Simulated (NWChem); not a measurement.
System: BeHSF; SMILES [SH][Be][F]

```xyz
4

Be     0.0011    -0.6276     0.0000
F     -0.0627    -2.0023     0.0000
S      0.1291     1.2782     0.0000
H     -1.2136     1.4497     0.0000
```
Atoms are numbered in this order, from 1.

The geometry was optimised at B3LYP/6-31G* (spherical d).

Problem. Give the principal values of the shielding tensors (ppm) of Be1, F2, S3 from PBE0/pcSseg-2, GIAO (NWChem), with their diamagnetic and paramagnetic parts as GIAO splits them.

Solution. 
```json
[
 {"atom": "Be1", "σ11": "63.3", "σ22": "68.2", "σ33": "160.0", "isotropic": "97.1", "diamagnetic": "147.8", "paramagnetic": "-50.7"},
 {"atom": "F2", "σ11": "245.8", "σ22": "278.1", "σ33": "473.6", "isotropic": "332.5", "diamagnetic": "466.1", "paramagnetic": "-133.6"},
 {"atom": "S3", "σ11": "738.5", "σ22": "781.6", "σ33": "921.3", "isotropic": "813.8", "diamagnetic": "1057.3", "paramagnetic": "-243.6"}
]
```
